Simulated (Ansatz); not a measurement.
`CSC[SiH2]O` → `CSC` + `O[SiH]` at 700 K and 1 bar (silylene formation by 1,1-elimination).

Program: Ansatz. Geometries: PBE0-D4/def2-TZVP. ΔE: electronic, gas phase. CCSD(T)/CBS adds triple-zeta CCSD(T) − MP2 to the extrapolated MP2 energy (def2 sets, frozen cores). This one scheme is used for every species. Each species was taken in one conformer, which may not be the lowest.

| species | CCSD(T)/CBS energy (Eh) | H − E (kJ/mol) | S (J/(mol·K)) |
| --- | --- | --- | --- |
| `CSC[SiH2]O` | -842.99863 | 348.2 | 510.8 |
| `CSC` | -477.48821 | 254.3 | 365.4 |
| `O[SiH]` | -365.43832 | 87.6 | 287.3 |

H − E and S are ideal-gas, rigid-rotor, harmonic terms from PBE0-D4/def2-TZVP, for one conformer and one mirror image of each species. 1 Eh = 2625.50 kJ/mol, R = 8.31446 J/(mol·K).

Q: By hand: ΔE, ΔH, ΔS and ΔG.

A: ΔE = (-477.48821) + (-365.43832) − (-842.99863) = 0.07210 Eh = 189.3 kJ/mol. Δ(H − E) = 254.3 + 87.6 − 348.2 = -6.3, so ΔH = 183.0 kJ/mol. ΔS = 365.4 + 287.3 − 510.8 = 141.9 J/(mol·K). ΔG = 183.0 − 700 × (141.9)/1000 = 83.7 kJ/mol.

Q: By hand: the equilibrium constant, and the temperature at which ΔG would vanish if ΔH and ΔS stayed fixed.

A: log₁₀ K = −ΔG/(RT ln 10) = -6.2. ΔG = 0 at ΔH/ΔS = 1290 K.

The number of gas molecules changes by +1, which sets the sign of ΔS. A doubt of 5 kJ/mol in ΔE shifts log₁₀ K by 0.4 here. Other conformers and mirror images would add mixing entropy, several J/(mol·K) or more a flexible species. Modes under 60 cm⁻¹, often nearly free rotors, make the harmonic entropy too high. These are equilibria of isolated gas molecules and say nothing of rates. Largest T1 diagnostic: 0.016 (customary marks: 0.02 for closed shells, 0.045 for open ones).
